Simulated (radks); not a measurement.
The numbers below are computed, except where a source is named.
Neutral lutetium inside a hard spherical wall (all orbitals vanish at R), configuration held at [Xe] 4f14 5d1 6s2 and not refilled when levels cross. Code: a radial shooting solver on a logarithmic mesh with Libxc functionals. Model: scalar-relativistic Kohn-Sham, LDA (Slater exchange, VWN5 correlation), spin-unpolarised, spherical densities, finite nucleus; Fermi nuclear charge, rms radius 5.37 fm. Eigenvalues in eV, with the zero of energy where the potential of the charges vanishes at infinity; a dash marks a level that is unbound or too diffuse for the functional's potential to be trusted. A positive occupied level is held by the wall or, in an anion where self-interaction has pushed it up, behind a barrier. The pressure on the wall is -dE/dV.

R (bohr),E (hartree),kinetic (hartree),e(5p),e(4f),e(6s),e(5d),"e(6p, empty)","e(7s, empty)",pressure (GPa)
free,-14552.6859,15892.665,-31.794,-9.819,-4.799,-1.918,-1.395,-0.119,0
12,-14552.6856,15892.667,-31.765,-9.790,-4.780,-1.893,-1.331,0.850,0.00321
8,-14552.6749,15892.743,-31.222,-9.239,-4.363,-1.409,-0.460,4.995,0.404
7,-14552.6558,15892.853,-30.644,-8.649,-3.841,-0.875,0.468,8.334,1.46
5,-14552.4484,15893.743,-27.648,-5.513,0.056,2.271,6.680,26.944,23.9
3,-14549.8220,15903.548,-14.850,9.141,32.804,19.838,50.853,131.22,1160
2.5,-14546.0355,15917.304,-2.597,22.587,69.924,37.073,95.598,224.49,4560
2,-14534.5607,15956.248,27.946,51.677,161.46,78.223,199.36,426.89,23300
1.5,-14490.8717,16092.099,127.14,124.07,429.81,201.86,488.77,954.40,177000
